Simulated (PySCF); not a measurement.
C9H11B.
Cartesian coordinates in Å at the PBE0-D3(BJ)/def2-SVP level; atoms count from 1:
```xyz
21
C9H11B angstrom
C     -0.3284   -2.7332   -0.3239
C     -0.8985   -1.5764    0.0505
C     -2.3089   -1.5480    0.5672
C     -0.1425   -0.2865    0.0061
C     -0.4037    0.6768    0.9647
B      0.2325    2.0418    1.2047
C      1.3539    2.6436    0.3614
C      1.9516    2.0997   -0.7472
C      1.6808    0.8552   -1.3798
C      0.8010   -0.1494   -1.0637
H     -0.8827   -3.6742   -0.2772
H      0.7113   -2.7904   -0.6548
H     -2.8969   -0.7541    0.0807
H     -2.3392   -1.3492    1.6506
H     -2.8066   -2.5117    0.3947
H     -1.1802    0.3894    1.6822
H     -0.1812    2.6893    2.1454
H      1.7425    3.6291    0.6476
H      2.7395    2.6834   -1.2403
H      2.2766    0.6676   -2.2795
H      0.8064   -0.9866   -1.7666
```

Method: PBE0-D3(BJ)/def2-SVP geometry optimisation, gas phase (PySCF).

Take the most abundant isotopes and a rigid rotor. The values belong to one conformer with, in the numbering `[CH2:1]=[C:2]([CH3:3])[C:4]1=[CH:5][BH:6][CH:7]=[CH:8][CH:9]=[CH:10]1`, C1–C2–C4–C5 -146°.

(1) What are A, B and C (GHz)?

(2) What kind of rotor is it?

(3) What does the inertial defect say?

(4) Give the other two planar moments, Paa and Pbb, and the rms extents of the mass along the axes.

(5) Where do the levels up to J = 2 lie, in MHz?

(6) Predict some low-J microwave lines.

## Answers

(1) Ia = 186.48, Ib = 552.59, Ic = 712.39 u·Å²; 505379 MHz·u·Å²/I gives 2710, 914.6 and 709.4 MHz, that is A = 2.7100, B = 0.9146, C = 0.7094 GHz.

(2) An asymmetric top: κ = (2 × 914.6 − 2710 − 709.4)/(2710 − 709.4) = -0.79.

(3) Not planar: Δ = Ic − Ia − Ib = -26.69 u·Å². For a rigid frame Δ = −2 Σ m c², so Σ m c² = 13.34 u·Å² lies off the ab plane: 4.52 from hydrogen and 8.82 from heavier atoms. The atom farthest from that plane is 1.49 Å away.

(4) Paa = Σ m a² = (Ib + Ic − Ia)/2 = 539.25 and Pbb = Σ m b² = (Ia + Ic − Ib)/2 = 173.14 u·Å². With the mass M = 130.10 u, the rms extents √(P/M) along a, b and c are 2.04, 1.15, 0.32 Å.

(5) Above 0(0,0):
J = 1: 1(0,1) 1624, 1(1,1) 3419, 1(1,0) 3625
J = 2: 2(0,2) 4855, 2(1,2) 6462, 2(1,1) 7078, 2(2,1) 12464, 2(2,0) 12481
The levels of one J sum to (2J + 1)J(J + 1)(A + B + C)/3.

(6) The dipole components are |μa| = 0.99 D, |μb| = 1.88 D, |μc| = 0.38 D. Intensities carry the squares of the components, which stand as 0.28 : 1.00 : 0.04 (a : b : c). Some lines, for components of 0.1 D or more:

```tsv
type	branch	J(Ka,Kc)	MHz	lower level (cm⁻¹)
a	Q	3(1,2) ← 3(1,3)	1230	0.367
c	Q	3(1,3) ← 3(0,3)	1355	0.322
a	R	2(1,2) ← 1(1,1)	3043	0.114
b	R	3(0,3) ← 2(1,2)	3199	0.216
a	R	2(0,2) ← 1(0,1)	3231	0.054
b	R	1(1,1) ← 0(0,0)	3419	0.000
a	R	3(1,3) ← 2(1,2)	4554	0.216
a	R	3(2,2) ← 2(2,1)	4872	0.416
a	R	3(2,1) ← 2(2,0)	4938	0.416
a	R	3(1,2) ← 2(1,1)	5169	0.236
b	Q	3(2,1) ← 3(1,2)	5172	0.409
b	Q	2(2,0) ← 2(1,1)	5403	0.236
c	R	2(1,1) ← 1(0,1)	5454	0.054
b	Q	2(2,1) ← 2(1,2)	6002	0.216
b	R	3(1,3) ← 2(0,2)	6161	0.162
b	Q	3(2,2) ← 3(1,3)	6320	0.367
c	R	3(1,2) ← 2(0,2)	7391	0.162
c	R	2(2,1) ← 1(1,1)	9045	0.114
b	R	2(2,0) ← 1(1,1)	9061	0.114
b	Q	3(3,0) ← 3(2,1)	9419	0.581
c	R	3(3,0) ← 2(2,0)	14356	0.416
```

Not checked by PBE0-D3(BJ)/def2-SVP frequencies. No vibrational averaging or centrifugal distortion is included, and the geometry carries the error of its method. A rigid rotor knows nothing of internal rotation, which can split or shift real lines. Quadrupole hyperfine structure (11B) is left out.
